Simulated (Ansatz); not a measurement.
Geometry optimisation, RKS PBE0-D4/STO-3G in Ansatz 0.2.0.

Input:

```yaml
crystal:
  periodic: [false, false, false]
  atoms:
    - { symbol: C, position_ang: [-0.8714, -0.9546, 0.2095] }
    - { symbol: C, position_ang: [0.2114, 0.1081, 0.2396] }
    - { symbol: F, position_ang: [0.5095, 0.3161, 1.5377] }
    - { symbol: Si, position_ang: [1.8472, -0.3912, -0.669] }
    - { symbol: S, position_ang: [-0.3164, 1.7057, -0.5179] }
    - { symbol: S, position_ang: [-1.6431, 2.4943, 0.8733] }
    - { symbol: H, position_ang: [-1.2405, -1.1065, -0.8188] }
    - { symbol: H, position_ang: [-0.555, -1.8472, 0.6217] }
    - { symbol: H, position_ang: [-1.7704, -0.5702, 0.8441] }
    - { symbol: H, position_ang: [2.8651, 0.6107, -0.5446] }
    - { symbol: H, position_ang: [2.2901, -1.6862, -0.1047] }
    - { symbol: H, position_ang: [1.517, -0.6342, -2.0935] }
    - { symbol: H, position_ang: [-2.8232, 1.9204, 0.4374] }
basis:
  gaussian: { orbitals: STO-3G }
hamiltonian:
  xc: pbe0
  dispersion: d4
relax:
  f_tol: 0.02
  max_steps: 40
scf:
  lower_state_search: "off"
```

Launched with:

```bash
$ ansatz run input.yaml --threads 1 --pin off --max-ram 2048MiB --backend cpu --events-out ev --progress --plain --runs-dir out
```

**Question.** Where does it end, and by what steps?

**Answer.** The forces met the threshold. Limits of this set-up: minimal basis. After 9 steps the energy has fallen by 0.496 eV; H13 moved furthest, 0.55 Å.

```tsv
step	energy less start (eV)	largest force component (eV/Å)	accepted
0	0.0000	4.101	yes
1	-0.3928	1.214	yes
2	-0.4486	0.386	yes
3	-0.4667	0.123	yes
4	-0.4793	0.148	yes
5	-0.4883	0.396	yes
6	-0.4950	0.056	yes
7	-0.4952	0.060	yes
8	-0.4962	0.035	yes
9	-0.4965	0.009	yes
```

```xyz
13
Properties=species:S:1:pos:R:3
C -0.871 -0.848 0.295
C 0.324 0.158 0.387
F 0.718 0.237 1.736
Si 1.775 -0.427 -0.727
S -0.163 1.835 -0.244
S -1.896 2.217 0.854
H -1.174 -0.998 -0.749
H -0.586 -1.818 0.722
H -1.729 -0.455 0.859
H 2.855 0.528 -0.676
H 2.240 -1.710 -0.260
H 1.303 -0.553 -2.085
H -2.775 1.799 -0.098
```

The run took 28 s on 1 thread of Arm Neoverse V2 (shared host), peak memory 0.14 GiB.
